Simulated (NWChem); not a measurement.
C₃H₅Br; SMILES C1CC1Br

```xyz
9

Br    -0.0252    -1.0212     0.0000
C      0.5706     0.7971     0.0000
C     -0.1971     1.8318    -0.7521
C     -0.1971     1.8318     0.7521
H      1.6617     0.8405     0.0000
H      0.3749     2.5956    -1.2870
H     -1.1126     1.5138    -1.2573
H      0.3749     2.5956     1.2870
H     -1.1126     1.5138     1.2573
```
Atoms are numbered in this order, from 1.

All runs: NWChem. Coordinates come from a PBE0/def2-SVP optimisation. GIAO values for the isolated, static molecule; σ is the absolute isotropic shielding, δ = σ(reference) − σ with the isolated reference molecule computed at the same levels (13C: tetramethylsilane, 1H: tetramethylsilane). Spin-orbit effects, on the heavy nuclei and on their neighbours, are missing.

```json
[
 {"level": "BHandHLYP/pcSseg-1", "σ Br1 (ppm)": "2253.0", "δ C2 (ppm)": "25.3", "δ C3 (ppm)": "10.4", "δ H5 (ppm)": "2.46", "δ H6 (ppm)": "0.90", "δ H7 (ppm)": "0.72"},
 {"level": "PBE/pcSseg-1", "σ Br1 (ppm)": "2120.2", "δ C2 (ppm)": "30.4", "δ C3 (ppm)": "12.4", "δ H5 (ppm)": "2.64", "δ H6 (ppm)": "0.91", "δ H7 (ppm)": "0.65"},
 {"level": "LDA (Slater exchange, VWN5)/pcSseg-1", "σ Br1 (ppm)": "2102.2", "δ C2 (ppm)": "32.0", "δ C3 (ppm)": "12.3", "δ H5 (ppm)": "2.75", "δ H6 (ppm)": "0.92", "δ H7 (ppm)": "0.68"}
]
```
